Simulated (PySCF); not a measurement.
# Field gradients at the hydrogen positions

Species: C5H8F3PSi.
Atom-mapped SMILES: `[F:1][C:2]([F:3])([F:4])[P:5]1[CH2:6][CH2:7][CH:8]=[C:9]1[SiH3:10]` (hydrogens: H11, H12 on C6; H13, H14 on C7; H15 on C8; H16, H17, H18 on Si10)

Geometry (PBE0-D3(BJ)/def2-SVP, Å), atoms numbered from 1 in this order:
```xyz
18
C5H8F3PSi angstrom
F     -2.1572    2.3314   -0.7136
C     -0.9444    1.7653   -0.6897
F     -0.8399    1.0278   -1.8034
F     -0.0322    2.7377   -0.7745
P     -0.7184    0.7965    0.9209
C     -1.7601   -0.6862    0.4787
C     -0.8946   -1.6593   -0.3301
C      0.5423   -1.2806   -0.1281
C      0.8197   -0.0907    0.4381
Si     2.5417    0.5775    0.7275
H     -2.0775   -1.1364    1.4318
H     -2.6748   -0.3670   -0.0424
H     -1.1208   -1.6009   -1.4099
H     -1.0768   -2.7068   -0.0387
H      1.3313   -1.9608   -0.4728
H      3.5330   -0.4500    0.2854
H      2.7577    1.8378   -0.0432
H      2.7440    0.8766    2.1776
```

Level: PBE0/pcSseg-1 (PySCF, non-relativistic); Q(2H) = 0.00286 b; rigid geometry, the same for H and D, with no vibrational averaging.

**Question.** Rank these positions by the coupling χzz of a deuteron there, largest first.
A. H11 (methylene hydrogen)
B. H13 (methylene hydrogen)
C. H18 (Si–H hydrogen)

**Answer.** A (195 kHz), B (189 kHz), C (94 kHz).

**Question.** Tabulate Vzz, the asymmetry η and χzz = 234.96 MHz × Q × Vzz for every hydrogen position.

**Answer.** 
| atom | bonded to | bond length (Å) | Vzz (au) | η | χzz (kHz) |
| --- | --- | --- | --- | --- | --- |
| H11 | C6 | 1.101 | 0.2896 | 0.02 | 195 |
| H12 | C6 | 1.100 | 0.2910 | 0.02 | 196 |
| H13 | C7 | 1.105 | 0.2806 | 0.04 | 189 |
| H14 | C7 | 1.102 | 0.2861 | 0.03 | 192 |
| H15 | C8 | 1.097 | 0.2947 | 0.04 | 198 |
| H16 | Si10 | 1.495 | 0.1400 | 0.03 | 94 |
| H17 | Si10 | 1.493 | 0.1400 | 0.02 | 94 |
| H18 | Si10 | 1.494 | 0.1399 | 0.02 | 94 |

**Question.** Average by the element that carries the hydrogen.

**Answer.** on C: 194 kHz over 5 positions, mean bond length 1.101 Å; on Si: 94 kHz over 3 positions, mean bond length 1.494 Å.

The structure is a single PBE0-D3(BJ)/def2-SVP conformer in the gas phase; no vibrational or solvent corrections. With a basis this small, the couplings can be 20 % off.
